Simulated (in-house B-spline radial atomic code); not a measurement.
A fraction x of an electron is removed from 2s in neutral oxygen, starting from [He] 2s2 2p4 and keeping the highest spin. Computed with a radial B-spline atomic code at the basis-set limit: scalar-relativistic (X2C) PBEsol, spin-polarised, spherical fractional occupations, Fermi nucleus of rms radius 2.6991 fm.

```tsv
x	E(x) - E(0) (eV)	2s down level (eV)
0	0.0000	-21.820
0.09	2.0159	-22.980
0.23	5.3616	-24.824
0.26	6.1123	-25.224
0.38	9.2361	-26.843
0.5	12.5556	-28.486
0.58	?	?
0.64	16.6792	-30.427
0.83	?	?
0.93	26.0922	-34.499
1	28.5416	-
```

Q: What belongs in the row x = 0.58?

A: An energy change of 14.8786 eV; 2s down at -29.592 eV.

Q: What belongs in the row x = 0.83?

A: An energy change of 22.7128 eV; 2s down at -33.090 eV.

Q: Check Janak's theorem between x = 0.09 and 0.23.

A: The slope of the energy is 23.90 eV; the orbital levels give 23.90 eV (-ε of the emptying orbital, averaged over the two points).
